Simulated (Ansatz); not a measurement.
System: CSi, charge 0, triplet. CSi (SMILES [C]=[Si], triplet).
B3LYP-D3(BJ)/def2-TZVP minimum from Ansatz (a quantum-chemistry and plane-wave program):
```
Si
C 1 1.7136
```
Charge 0, spin multiplicity 3.

Total energies in cc-pV(T+d)Z, 8 correlated electrons, 6 frozen orbitals. Radicals and triplets start from unrestricted determinants; spin-orbit coupling is neglected. Correlated methods leave the cores frozen. No relativity. The UHF reference of CSi ([C]=[Si], triplet) is spin-contaminated (<S^2> up to 0.53 over the pure value in the sets run).

```
method    program  energy (Eh)  minus CCSDT(Q) (mEh)
--------  -------  -----------  --------------------
HF         Ansatz   -326.64561                224.50
MP2        Ansatz   -326.80779                 62.32
CCSD       Ansatz   -326.85227                 17.84
CCSD(T)    Ansatz   -326.86540                  4.71
CCSDT(Q)   Ansatz   -326.87011                  0.00
```

Rough core times of Ansatz's runs on a shared machine: CCSD(T) 50 s, CCSDT(Q) 3 min.
